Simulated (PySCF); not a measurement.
**Working out the excitation energy of F**

F [He] 2s2 2p5 (2P) → F [He] 2s1 2p6 (2S). All numbers are calculated (PySCF 2.14, the spin-free X2C one-electron Hamiltonian (Gaussian nucleus), in x2c-QZVPPall (7s4p3d2f1g, 57 functions)). Frozen: nothing. Energies in hartree (1 hartree = 27.21139 eV):

| part | F (lower) | F (upper) |
| --- | --- | --- |
| UHF | -99.503092 | -98.622813 |
| MP2 opposite-spin | -0.189945 | -0.251974 |
| MP2 same-spin | -0.055535 | -0.069295 |

Q: What does Hartree-Fock give?

A: (-98.622813) − (-99.503092) = 0.880279 hartree = 23.954 eV.

Q: What do MP2 and SCS-MP2 (6/5 opposite-spin, 1/3 same-spin) give?

A: The opposite-spin parts differ by -1.688 eV and the same-spin parts by -0.374 eV. MP2: 23.954 + (-1.688) + (-0.374) = 21.892 eV. SCS-MP2: 23.954 + 1.2 × (-1.688) + (-0.374)/3 = 21.804 eV.

The upper state lies above the first ionisation limit, where it may autoionise and the basis confines it.
